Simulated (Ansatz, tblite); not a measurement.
Isomers of Si₆Te₆ (singlet), found by a short tight-binding search and relaxed with PBE-D4/def2-SVP in Ansatz.

In the def2 sets Te takes a core potential; there is no spin–orbit coupling. The xTB rows come from tblite.

Other spin states weren't relaxed.

A:

```xyz
12

Si    2.2306   -2.5723   -0.0943
Si   -1.1167    2.9634    0.5494
Si   -3.1646    0.1268    0.5955
Si   -1.0098   -0.7663   -2.3401
Si    1.4545    0.7101    0.3843
Si   -1.4472   -1.3803   -0.1372
Te    3.1149   -0.6503    1.6053
Te    1.4913    3.1817    0.0655
Te    1.5876   -0.5421   -1.8562
Te   -0.7944    0.6203    1.8595
Te   -2.1693    1.5316   -1.5378
Te   -0.1770   -3.2225    0.9062
```

B:

```tsv
atom	x (Å)	y (Å)	z (Å)
Si1	-1.291	0.696	0.975
Si2	-1.327	-2.445	-0.449
Si3	1.238	2.987	0.532
Si4	1.926	-0.165	-0.064
Si5	-0.034	-1.451	-2.396
Si6	-3.063	-1.022	0.913
Te7	0.280	-1.332	1.557
Te8	-3.025	-0.709	-1.606
Te9	3.336	1.392	1.212
Te10	-0.581	2.680	2.372
Te11	-0.023	1.223	-1.322
Te12	2.564	-1.852	-1.724
```

Estimate which lies lowest at each level, and how far above it the others are (kJ/mol).


| level | A | B |
| --- | --- | --- |
| GFN1-xTB | 0.0 | 34.0 |
| GFN2-xTB | 0.0 | 76.6 |
| PBE-D4/def2-SVP | 0.0 | 52.2 |
| r2SCAN-D4/def2-SVP | 0.0 | 64.4 |
| PBE0-D4/def2-SVP | 0.0 | 72.2 |
Point groups (tolerance 0.1 Å): A not assigned, B not assigned. Lower isomers may exist.
